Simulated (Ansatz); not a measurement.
Geometry optimisation, RKS B3LYP-D4/def2-SVP (Ansatz).

input.yaml

```yaml
crystal:
  periodic: [false, false, false]
  atoms:
    - { symbol: "N", position_ang: [-0.6297, 1.3244, 0.025] }
    - { symbol: Si, position_ang: [0.2642, 0.1215, 0.6787] }
    - { symbol: C, position_ang: [1.50911, 0.5192, 1.84356] }
    - { symbol: "N", position_ang: [0.38438, 0.9552, 2.27032] }
    - { symbol: H, position_ang: [-1.2076, 0.8779, -0.7313] }
    - { symbol: H, position_ang: [-0.0379, 1.9579, -0.5342] }
    - { symbol: H, position_ang: [-0.67198, -1.02135, 0.97702] }
    - { symbol: H, position_ang: [2.49104, 0.4144, 2.24737] }
basis:
  gaussian: { orbitals: def2-SVP }
hamiltonian:
  xc: b3lyp
  dispersion: d4
relax:
  f_tol: 0.015
  max_steps: 40
```

Launched with:

```bash
$ ansatz run input.yaml --threads 1 --pin off --max-ram 2048MiB --backend cpu --events-out ev --progress --plain --runs-dir out
```

Q: Where does it end, and by what steps?

A: The forces met the threshold. After 13 steps the energy has fallen by 1.445 eV; N1 moved furthest, 0.49 Å.

| step | energy less start (eV) | largest force component (eV/Å) | accepted |
| --- | --- | --- | --- |
| 0 | 0.0000 | 5.056 | yes |
| 1 | -1.0251 | 2.045 | yes |
| 2 | -1.2923 | 0.957 | yes |
| 3 | -1.1366 | 1.889 | no |
| 4 | -1.3991 | 0.337 | yes |
| 5 | -1.4268 | 0.329 | yes |
| 6 | -1.4319 | 0.318 | yes |
| 7 | -1.1990 | 2.938 | no |
| 8 | -1.4398 | 0.078 | yes |
| 9 | -1.4398 | 0.377 | yes |
| 10 | -1.4441 | 0.098 | yes |
| 11 | -1.4453 | 0.022 | yes |
| 12 | -1.4453 | 0.034 | no |
| 13 | -1.4454 | 0.006 | yes |

```xyz
8
Properties=species:S:1:pos:R:3
N -0.450 1.131 -0.385
Si 0.050 0.165 0.938
C 1.519 0.475 1.894
N 0.477 0.847 2.559
H -1.402 1.082 -0.734
H -0.012 2.022 -0.593
H -0.661 -1.127 0.906
H 2.580 0.554 2.193
```

Run time: 43 s on 1 thread of Arm Neoverse V1, on a shared host, peak memory 0.15 GiB.
